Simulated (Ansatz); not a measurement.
Reaction (ligand exchange at the In–O bond): `C[O][In]([Cl])[Cl]` + HCl → `[Cl][In]([Cl])[Cl]` + CH₃OH

Gas-phase electronic energies from Ansatz, PBE0-D4/def2-TZVP geometries. CCSD(T)/CBS adds triple-zeta CCSD(T) − MP2 to the extrapolated MP2 energy (def2 sets, frozen cores). This one scheme is used for every species. DFT in def2-TZVPP. Elements past krypton have def2 core potentials. For In outer-core shells are correlated without core-valence functions, which leaves a few kJ/mol of doubt a bond. One conformer a species, not always the lowest.

CCSD(T)/CBS gives -84.2 kJ/mol.

(1) Another level gave -87.4 kJ/mol. Which?
A. BLYP-D4/def2-TZVPP
B. revPBE/def2-TZVPP
C. PBE0/def2-TZVPP
D. HF/def2-TZVPP

Largest T1 diagnostic among the species: 0.015.

Results:

(1) B. revPBE -87.4, PBE0 -95.6, HF/def2-TZVPP -110.1, BLYP-D4 -78.9 kJ/mol.

From r2SCAN to r2SCAN0 (25 % exact exchange), in def2-TZVPP and without D4, ΔE moves by −8.5 kJ/mol. In def2-TZVPP, CCSD(T) changes the Hartree–Fock value by +26.8 kJ/mol (the triples alone add +3.9 kJ/mol) and MP2 by +25.6 kJ/mol.
